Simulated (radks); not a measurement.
The numbers below are computed, except where a source is named.
All-electron atom: W4+ in [Xe] 4f14 5d2 (the NIST ground configuration).

Level of theory: scalar-relativistic Kohn-Sham, LDA (Slater exchange, Perdew-Wang correlation), spin-polarised, spherical densities, finite nucleus; open shells are filled with parallel spins first (spin-orbit coupling, left out, can overturn this in heavy ions); Fermi nuclear charge, rms radius 5.3658 fm (a radial shooting solver on a logarithmic mesh with Libxc functionals).

Energy parts (Ry):
| part | energy |
|---|---|
| total | -32254.7212 |
| kinetic | 35518.6515 |
| electron-nucleus | -79531.4337 |
| Hartree | 12382.0160 |
| exchange-correlation | -623.9551 |

Orbitals (lengths in bohr, moments of r in powers of bohr):
\begin{tabular}{lrrr}
orbital & occ. & eigenvalue (Ry) & <1/r> \\ \hline
1s down & 1 & -5104.887 & 86.98 \\
1s up & 1 & -5104.887 & 86.98 \\
2s up & 1 & -883.9204 & 20.34 \\
2s down & 1 & -883.9121 & 20.34 \\
2p up & 3 & -773.9691 & 18.44 \\
2p down & 3 & -773.9622 & 18.44 \\
3s up & 1 & -206.0086 & 7.530 \\
3s down & 1 & -206.0051 & 7.530 \\
3p up & 3 & -173.4330 & 6.957 \\
3p down & 3 & -173.4293 & 6.957 \\
3d up & 5 & -135.8319 & 6.576 \\
3d down & 5 & -135.8261 & 6.575 \\
4s up & 1 & -44.99850 & 3.204 \\
4s down & 1 & -44.99055 & 3.204 \\
4p up & 3 & -34.30371 & 2.911 \\
4p down & 3 & -34.29567 & 2.911 \\
4d up & 5 & -20.72885 & 2.590 \\
4d down & 5 & -20.71889 & 2.590 \\
5s up & 1 & -9.03211 & 1.262 \\
5s down & 1 & -8.95812 & 1.267 \\
5p up & 3 & -6.35746 & 1.072 \\
5p down & 3 & -6.26355 & 1.078 \\
4f up & 7 & -5.67443 & 2.087 \\
4f down & 7 & -5.65483 & 2.092 \\
5d up & 2 & -3.27332 & 0.7702 \\
5d down & 0 & -3.15677 & 0.7720 \\
\end{tabular}

The highest occupied level is 5d up at -44.536 eV. The spin density at the nucleus is -9.392 e/bohr^3 (1s -0.131, 2s -0.615, 3s 0.008, 4s 0.395, 5s -9.050). The density falls to 0.001 e/bohr^3 at r = 3.14 bohr. Spin moment in Bohr magnetons: 2. For comparison, the ionisation energy in NIST's Atomic Spectra Database is 51.6 eV (semi-empirical). In exact Kohn-Sham theory the highest level is minus the ionisation energy, but local and semilocal functionals leave it too shallow, through self-interaction and a potential that decays too fast; potentials with the right tail come closer. The electron density at the nucleus is 1.51e+06 e/bohr^3 (large components only). Summed over all electrons, <r^2> = 31.17 bohr^2, which gives a Langevin (diamagnetic) susceptibility term of -24.7 x 10^-6 cm^3/mol.
